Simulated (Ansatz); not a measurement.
System: bromo selenohypobromite, SeBr2, net charge 0, singlet state. SMILES: Br[Se]Br
Structure (B3LYP-D3(BJ)/def2-TZVP (Ansatz, a program for electronic structure) minimum search):
```xyz
3

Se     0.0255    -0.0112     0.9792
Br     0.8055    -1.6280    -0.5156
Br    -0.8303     1.6388    -0.4356
```

Parts of the frozen-core correlation energy in STO-3G (Ansatz, hartree). Frozen orbitals: 42; correlated occupied orbitals by spin: 10 and 10; virtual: 2 and 2. Spin-orbit coupling is left out. No relativistic terms.

```csv
term,value
reference (HF),-7462.91372
MP2 opposite-spin,___
MP2 same-spin,___
CCSD correlation,-0.04755
(T),___
FCI minus CCSD(T),-0.00025
T1 diagnostic,0.007
largest doubles amplitude,0.085
```

**Question.** Complete the blanks.

**Answer.** 
- MP2 opposite-spin, value: -0.03171
- MP2 same-spin, value: -0.00197
- (T), value: -0.00047
